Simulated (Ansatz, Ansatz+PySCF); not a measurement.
```yaml
atoms:
  - { symbol: Ag, position_ang: [0.0000, 0.0000, -0.0311] }
  - { symbol: H, position_ang: [0.0000, 0.0000, 1.4608] }
```

Basis set: def2-SVP (spherical functions, with the set's core potentials past Kr). All electrons outside the core potentials are correlated. Charge 0, multiplicity 1.

Computed with Ansatz (development build ahead of 0.2.0); each method stands on the lowest determinant of its kind that the runs found. Restricted open shells among the atoms or ions are ROHF, correlated in semicanonical orbitals with singles.

Q: Give the atomization energy at this shape (free ground-state atoms in the same class of orbitals less the molecule, no zero-point energy) of singlet AgH by RHF-CCSD(T), RHF-MP2, RHF.

A:

```tsv
method	atomization energy
RHF-CCSD(T)	2.16 eV
RHF-MP2	2.03 eV
RHF	0.89 eV
```
